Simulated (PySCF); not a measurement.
**Relaxation of sextet IIrN**

These are results of UPBE0/[Ir def2-SVP with ECP60, N def2-SVP, I def2-SVP with ECP28], scalar-relativistic core potentials, density fitting, no spin–orbit coupling, PySCF, not measurements. A (50,194) grid was used.

A hand-made bent start, of Cs symmetry, held to at least that symmetry:

```xyz
3
charge 0 multiplicity 6, angstrom
Ir   -0.7338    0.0000   -0.5980
N    -2.1673    0.0000    0.4058
I     1.3550    0.0000    0.8646
```

Optimiser trace:
```tsv
step	E − E(last) (kJ/mol)	largest gradient (Eh/bohr)
0	27.49	0.04667
1	11.15	0.00790
2	8.15	0.00654
3	5.01	0.01239
4	3.32	0.01161
5	0.63	0.00652
6	0.01	0.00082
7	0.00	0.00036
8	0.00	0.00009
```

It ends at Cs with Ir–I 2.610 Å, Ir–N 1.848 Å; I–Ir–N 136.3° (after a last refinement on a finer grid). A frequency run shows a minimum. Other isomers or separated fragments may lie lower.

Other spin states or occupations of the open shell can lie lower. At this level a doublet minimum of Cs symmetry lies 277 kJ/mol below this structure. With an element this heavy the missing spin–orbit coupling can shift these numbers.

The relaxation took of the order of 50 core-seconds on a shared host.
